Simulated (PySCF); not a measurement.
C$_{4}$H$_{10}$Cd, charge +1, doublet, geometry from GFN2-xTB (such geometries of metal compounds can be far from the true shape) (a state made from the parent by changing its charge; the spin is typed, not shown lowest) (core potentials on Cd). Base run: PySCF with DF-TPSS/def2-SVP.

Input for PySCF:
```python
from pyscf import gto, scf, dft

mol = gto.M(
    atom='''
Cd   -0.56124709   -0.26260900   -0.18282574
C    -0.02912920   -0.97170162    1.92626067
C     1.41263543   -0.64102404    2.15316076
H    -0.23772438   -2.04147725    1.91678320
H    -0.71471305   -0.41469871    2.56694675
H     1.60585976    0.43546249    2.11353391
H     2.07666451   -1.17670047    1.46784820
H     1.68261307   -0.96754256    3.16451814
C     0.20965072    1.11002834   -1.84271820
C     1.35659137    1.88554866   -1.27466054
H    -0.65068224    1.72654552   -2.10422473
H     0.49469293    0.42448846   -2.64203515
H     2.19128732    1.24176146   -0.98049018
H     1.05421585    2.52871579   -0.44227247
H     1.73915685    2.55156922   -2.05722865
''',
    basis='def2-svp',
    ecp={'Cd': 'def2-svp'},
    charge=1,
    spin=1,
    verbose=3,
)

mf = dft.UKS(mol)
mf.xc = 'tpss'
mf = mf.density_fit(auxbasis='def2-universal-jkfit')
mf.kernel()
mf.analyze()
```

Variants of this job, named by their change:

| change | basis functions | E (Eh) | HOMO (eV) | core-seconds (rough) |
|---|---|---|---|---|
| base | 137 | -325.71114 | -10.78 | 60 |
| basis = LANL2DZ | 74 | -206.33751 | -10.52 | 40 |
| basis = def2-SV(P) | 100 | -325.68861 | -10.81 | 40 |
| basis = def2-SVPD | 194 | -325.71962 | -10.78 | 100 |
| basis = def2-TZVP | ___ | ___ | ___ | 100 |

### Question
Some entries are withheld; supply them.

### Answer

- basis = def2-TZVP, basis functions: 224
- basis = def2-TZVP, E (Eh): -325.92422
- basis = def2-TZVP, HOMO (eV): -10.75

Totals compare only among sets that treat the same electrons; sets with core potentials leave the core out.

Open shells are given as the SCF converged; they aren't shown to be the lowest states, and a large step between rows can be another state.
